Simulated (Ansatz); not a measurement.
A made-up structure of SiHClO2, closed shell:

| atom | x (Å) | y (Å) | z (Å) |
| --- | --- | --- | --- |
| O1 | -0.8829 | -1.8971 | 0.8435 |
| Si2 | -0.3425 | -0.4543 | 0.1584 |
| O3 | 1.3158 | 0.2381 | 0.2952 |
| Cl4 | -1.6059 | 0.9404 | -1.0983 |
| H5 | 1.5155 | 1.1729 | -0.1988 |

It is relaxed with PBE-D4/def2-SVP and then PBE0-D4/def2-TZVP (Ansatz 0.2.0). Atoms count as bonded within 1.22 times the sum of their covalent radii (H–H: 0.88 Å). The end point is not checked to be a true minimum.

Does its bonding change? (Judge from chemistry; the calculation decides.)

By the calculation: No: no bond forms or breaks.

Where it ends: The first stage lowers the energy by 1.23 eV in 9 steps. It ends as SiHClO₂ ([O][Si]([OH])[Cl]):
```
5
angstrom
O -0.7883 -1.6938 0.7532
Si -0.3059 -0.4056 0.1414
O 1.1748 0.2126 0.2636
Cl -1.4337 0.8397 -0.9807
H 1.3531 1.0472 -0.1774
```

Labels in which every atom is bracketed show which atoms are joined, not bond orders.

For scale, one of the runs: PBE0-D4/def2-TZVP relaxation, 142 basis functions, launched by `ansatz run in.yaml --threads 2 --pin off --events-out ev --progress --plain --max-ram 4352MiB`. Hardware: 2 CPU threads of an Arm Neoverse V1, shared host. Wall time about 33 s.
